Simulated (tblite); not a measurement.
Species: C6H10NSi (doublet state).
Numbering: `[CH3:1][n:2]1[cH:3][cH:4][c:5]([CH2:6][SiH2:7])[cH:8]1` (hydrogens: H9, H10, H11 on C1; H12 on C3; H13 on C4; H14, H15 on C6; H16, H17 on Si7; H18 on C8)

Structure optimised with GFN2-xTB, isolated species. This method treats the open shell by occupation alone, without spin polarisation.

Question: Give the optimised bond lengths and angles.

Answer: 
| bond | length (Å) | order |
| --- | --- | --- |
| C1–N2 | 1.434 | single |
| N2–C3 | 1.357 | aromatic |
| C3–C4 | 1.368 | aromatic |
| C4–C5 | 1.413 | aromatic |
| C5–C6 | 1.487 | single |
| C6–Si7 | 1.906 | single |
| C5–C8 | 1.373 | aromatic |
| N2–C8 | 1.362 | aromatic |
| C1–H9, C1–H10, C1–H11 | 1.092 | single |
| C3–H12 | 1.073 | single |
| C4–H13 | 1.073 | single |
| C6–H14, C6–H15 | 1.090 | single |
| Si7–H16, Si7–H17 | 1.459 | single |
| C8–H18 | 1.073 | single |

Bonds in one row agree within 0.01 Å and their mean is given. Orders are formal, as drawn. A selection of angles:
| angle | degrees |
| --- | --- |
| C1–N2–C3 | 126.1 |
| C1–N2–C8 | 125.3 |
| C3–N2–C8 | 108.6 |
| N2–C3–C4 | 108.7 |
| C3–C4–C5 | 107.4 |
| C4–C5–C6 | 126.5 |
| C4–C5–C8 | 106.3 |
| C6–C5–C8 | 127.1 |
| C5–C6–Si7 | 107.7 |
| N2–C8–C5 | 109.0 |

Dihedral angles: C4–C5–C6–Si7 85° (synclinal). The mirror-image conformer, all signs reversed, is as good.

The C–C distances run from 1.368 Å (C3–C4, aromatic) to 1.487 Å (C5–C6, drawn single), a spread of 0.119 Å. N2 (nitrogen bonded to 3 C) is planar (angles 126.1°, 125.3° and 108.6°, sum 359.9°, 0.02 Å off the plane of its three neighbours). Of the pairs four or more bonds apart, H10···H12 is among the closest relative to their van der Waals radii: 2.49 Å, 104 % of the sum of Bondi's values. C4 (carbon bonded to 2 C and H) is planar (angles 126.4°, 126.2° and 107.4°, sum 360.0°, 0.00 Å off the plane of its three neighbours). C8 (carbon bonded to C, N and H) is planar (angles 129.9°, 121.1° and 109.0°, sum 360.0°, 0.00 Å off the plane of its three neighbours). The C–N distances run from 1.357 Å (N2–C3, aromatic) to 1.434 Å (C1–N2, drawn single), a spread of 0.077 Å. C3 (carbon bonded to C, N and H) is planar (angles 130.2°, 121.2° and 108.7°, sum 360.0°, 0.00 Å off the plane of its three neighbours).

Point group: C1 (no symmetry element, even within 0.4 Å). Its GFN2-xTB frequencies are all real (lowest 36 cm⁻¹). Torsions: C4–C5–C6–Si7 85°, C5–C6–Si7–H 64° and -63°.

These are computed values.
